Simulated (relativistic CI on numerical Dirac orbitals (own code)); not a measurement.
**Sensitivity of the levels of Pr25+ to α and to the nuclear radius**

These numbers are calculated, not measured: Dirac-Coulomb-Breit CI, separate exchange-only KLI orbitals for each configuration, derivatives by finite differences, unscaled Slater integrals, QED left out (own radial code, finite nucleus).

Configurations in the expansion (outside the closed core [Ar] 3d10): 4s²4p⁴, 4s4p⁵, 4s²4p³4d, 4p⁶, 4s4p⁴4d, 4s²4p³4f. Double excitations out of closed p, d and f shells are left out; levels of such configurations are missing from the list, as are those of other unlisted configurations, and high levels can miss mixing partners.

With x = (α/α₀)² − 1 an excitation energy changes as ω = ω₀ + qx; K = 2q/ω₀ is the relative enhancement. Terms are leading LS components, so labels can repeat. The field-shift factor is F = δν/δ⟨r²⟩ for the transition from the lowest level.

Lowest level 4s²4p⁴ ³P2.

| Level | ω₀ (cm⁻¹) | q (cm⁻¹) | K | F (GHz/fm²) |
| --- | --- | --- | --- | --- |
| 4s²4p⁴ ¹S0 | 55532 | 7383 | 0.266 | -1.25 |
| 4s²4p⁴ ³P1 | 204341 | 241100 | 2.36 | -12.5 |
| 4s²4p⁴ ¹D2 | 232512 | 239600 | 2.06 | -12.4 |
| 4s²4p⁴ ³P0 | 463752 | 476500 | 2.05 | -27.5 |
| 4s4p⁵ ³P°2 | 713810 | 262300 | 0.735 | -311 |
| 4s4p⁵ ³P°1 | 765407 | 227300 | 0.594 | -245 |
| 4s²4p³4d ³F°2 | 826727 | 27110 | 0.0656 | 2.12 |
| 4s²4p³4d ⁵D°0 | 836235 | 41580 | 0.0994 | 0.509 |
| 4s²4p³4d ⁵D°3 | 838712 | 35120 | 0.0838 | 5.42 |
| 4s²4p³4d ⁵D°1 | 866325 | 114800 | 0.265 | -63.5 |
| 4s²4p³4d ⁵D°4 | 874538 | 73750 | 0.169 | 5.81 |
| 4s²4p³4d ⁵D°2 | 909160 | 114100 | 0.251 | -15.6 |
| 4s4p⁵ ³P°0 | 921012 | 470900 | 1.02 | -297 |

At this charge energies of transitions that change n are usually good to better than 1 %, and those within a shell (Δn = 0) to a few per cent.
